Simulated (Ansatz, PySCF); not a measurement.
Process, species as SMILES: C=C[SiH2]COC [ethenyl(methoxymethyl)silane] + 6 [H][H] (H2) → 4 C (CH4) + O (H2O) + [SiH4] (SiH4)
Geometries: B3LYP-D3(BJ)/def2-TZVP minima from Ansatz (a first-principles code), one conformer each, not searched for the lowest. Frequencies are from Ansatz or PySCF.

Property: energy of full hydrogenation (enthalpy at 298 K, with B3LYP-D3(BJ) rigid-rotor harmonic-oscillator terms), in kJ/mol. Valence correlation only, unless marked. No spin-orbit coupling. Non-relativistic. CBS marks a two-point X^-3 extrapolation of the correlation energy; Hartree-Fock from the larger set.

```json
[
 {"level": "SVWN5/def2-TZVPD", "program": "Ansatz", "energy of full hydrogenation (kJ/mol)": "-447.9"},
 {"level": "B3LYP/def2-TZVPD", "program": "Ansatz", "energy of full hydrogenation (kJ/mol)": "-456.5"},
 {"level": "PBE0/def2-SVP", "program": "Ansatz", "energy of full hydrogenation (kJ/mol)": "-470.1"},
 {"level": "PBE0-D3(BJ)/def2-TZVPD", "program": "Ansatz + dftd3", "energy of full hydrogenation (kJ/mol)": "-453.8"},
 {"level": "PBE0/def2-TZVPD", "program": "Ansatz", "energy of full hydrogenation (kJ/mol)": "-468.7"},
 {"level": "BHLYP-D4/def2-TZVPD", "program": "Ansatz + dftd4", "energy of full hydrogenation (kJ/mol)": "(withheld)"},
 {"level": "r2SCAN0-D4/def2-TZVPD", "program": "Ansatz + dftd4", "energy of full hydrogenation (kJ/mol)": "-456.7"},
 {"level": "HSE06-D4/def2-TZVPD", "program": "Ansatz + dftd4", "energy of full hydrogenation (kJ/mol)": "(withheld)"},
 {"level": "B2PLYP/def2-TZVPD", "program": "Ansatz", "energy of full hydrogenation (kJ/mol)": "(withheld)"},
 {"level": "RPA@PBE/cc-pV(T+d)Z", "program": "Ansatz", "energy of full hydrogenation (kJ/mol)": "-418.4"},
 {"level": "RPA@PBE/cc-pV(Q+d)Z", "program": "Ansatz", "energy of full hydrogenation (kJ/mol)": "-420.7"},
 {"level": "SCS-MP2/aug-cc-pV(D+d)Z", "program": "Ansatz", "energy of full hydrogenation (kJ/mol)": "-457.5"},
 {"level": "CCSD(T)/CBS(cc-pV(T+d)Z,cc-pV(Q+d)Z)", "program": "Ansatz", "energy of full hydrogenation (kJ/mol)": "(withheld)"}
]
```

Q: Complete the blanks.

A: 
- BHLYP-D4/def2-TZVPD, energy of full hydrogenation (kJ/mol): -460.9
- HSE06-D4/def2-TZVPD, energy of full hydrogenation (kJ/mol): -452.6
- B2PLYP/def2-TZVPD, energy of full hydrogenation (kJ/mol): -442.2
- CCSD(T)/CBS(cc-pV(T+d)Z,cc-pV(Q+d)Z), energy of full hydrogenation (kJ/mol): -436.6
